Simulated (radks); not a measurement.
Results of a calculation; reference values are marked as such.
Problem. These are the eigenvalues of the occupied orbitals of an atom or ion with whole-number occupations (eV). Code: a radial shooting solver on a logarithmic mesh with Libxc functionals. Model: non-relativistic Kohn-Sham, PBEsol, spin-unpolarised, spherical densities, point nucleus.

orbital  eigenvalue
1s        -67418.14
2s        -11183.09
2p        -10735.22
3s        -2608.205
3p        -2398.983
3d        -2008.498
4s        -563.3333
4p        -474.7853
4d        -312.7409
5s        -109.3194
4f         -98.6970
5p         -82.1934
5d         -40.1699
6p         -23.2498

Which element is it, and in what charge state? The configuration may be excited.

Solution. Z = 76, osmium, charge +3: Os3+ in [Xe] 4f14 5d4 6p1. The list shows which subshells hold electrons but not how many an open one holds; the 1s level, -2477.6 hartree, gives Z - s = 70.4 by -(Z - s)^2/2, which with screening narrows Z to a few neighbours, and the depths of the outer levels then fix element, charge and occupations together.
